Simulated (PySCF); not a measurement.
Cl2W, SMILES [Cl][W][Cl] (connectivity only; charge and spin as stated), neutral, multiplicity 5. Atoms are numbered in the order given.

```xyz
3

W      0.0000     0.0000    -0.2398
Cl     0.0000     2.1550     0.5218
Cl     0.0000    -2.1550     0.5218
```
Charge 0, spin multiplicity 5.

Geometry: B3LYP-D3(BJ)/def2-TZVP. The spin state was assumed, not searched. The def2 effective core potentials stand for the cores of W; spin–orbit coupling is left out.

Method: PySCF 2.14.0 with TDA-B3LYP/def2-SVPD.

Vertical excitations. The molecule is in vacuum.

**Question.** List the lowest excited states. (An estimate is asked for; the answer gives what the named calculation found.)

**Answer.** 
| state | energy (eV) | λ (nm) | f | main pairs |
|---|---|---|---|---|
| root 1 | 0.49 | 2509 | 0.000 | α HOMO→LUMO 99 % |
| root 2 | 1.31 | 947 | 0.001 | α HOMO−1→LUMO 97 % |
| root 3 | 1.33 | 931 | 0.000 | α HOMO−2→LUMO 99 % |
| root 4 | 1.71 | 725 | 0.000 | α HOMO−3→LUMO 97 % |
| root 5 | 3.04 | 408 | 0.000 | α HOMO→LUMO+1 98 % |
| root 6 | 3.93 | 316 | 0.004 | α HOMO−1→LUMO+1 98 % |
| root 7 | 3.95 | 314 | 0.008 | α HOMO−2→LUMO+1 97 % |
| root 8 | 4.08 | 304 | 0.018 | α HOMO→LUMO+2 97 % |
| root 9 | 4.56 | 272 | 0.025 | α HOMO−4→LUMO 77 %, α HOMO−3→LUMO+1 13 % |
| root 10 | 4.57 | 272 | 0.048 | α HOMO−3→LUMO+1 72 %, α HOMO−4→LUMO 14 % |
Unrestricted roots are not spin-pure.
